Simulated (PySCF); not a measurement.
Species: C4H5N3O.
Atom-mapped SMILES: `[CH3:1][n:2]1[n:3][cH:4][n:5][c:6]1[CH:7]=[O:8]`

Geometry (GFN2-xTB, Å), atoms numbered from 1 in this order:
```
atom  x, y, z in Å
C1    -0.2397    1.6451   -0.4461
N2    -0.4730    0.2607   -0.1697
N3    -1.6669   -0.2850   -0.3063
C4    -1.4899   -1.5512    0.0343
N5    -0.2373   -1.8431    0.3841
C6     0.4054   -0.6869    0.2524
C7     1.8140   -0.4664    0.5149
O8     2.3806    0.5915    0.3881
H9    -1.1839    2.0851   -0.7606
H10    0.1331    2.1491    0.4465
H11    0.5076    1.7508   -1.2335
H12   -2.2845   -2.2679    0.0277
H13    2.3301   -1.3815    0.8505
```

Probes without a nucleus sit at each ring's centroid and 1 Å off its mean plane on both sides; NICS is minus the shielding there, NICSzz its component along the normal. Level: GIAO PBE0/pcSseg-1 (PySCF, non-relativistic, gas phase) on the GFN2-xTB geometry, one conformer.

Ring bond lengths (Å), with Mayer bond orders in brackets: N2–N3 1.320 (1.25), N3–C4 1.323 (1.50), C4–N5 1.333 (1.45), N5–C6 1.329 (1.43), C6–N2 1.359 (1.09).

Task: What do the NICS probes read (ppm)?

Result: 
```tsv
ring	type	NICS(0)	NICS(1), two faces	NICS(1)zz, two faces	rms pucker (Å)	centre to ring atoms, mean (Å)
N2–N3–C4–N5–C6	5-membered ring with 3 N; formal bonds all aromatic	-12.5	-12.4 / -12.4	-31.9 / -31.9	0.00	1.13
```

Task: What can be read from them?

Result: 
- N2–N3–C4–N5–C6: mean NICS(1)zz -31.9 ppm, shielded. The ring is flat and has no four-coordinate atom; by the NICS criterion it is aromatic.

Task: What does the geometric index give? HOMA = 1 − mean of α(R − Ropt)² over the ring bonds, with Krygowski's 1993 parameters (CN: Ropt 1.334 Å, α 93.52 Å⁻²; NN: Ropt 1.309 Å, α 130.33 Å⁻²).

Result: 
- N2–N3–C4–N5–C6: HOMA 0.98; the largest term is that of C6–N2, α(R − Ropt)² = 0.06. The geometric and the magnetic index point the same way.

Task: At the first NICS(1) probe listed for ring N2–N3–C4–N5–C6, 1 Å off the ring, what do the in-plane components average?

Result: The isotropic value is a third of the trace: (3 × -12.4 − (-31.9))/2 = -2.7 ppm.
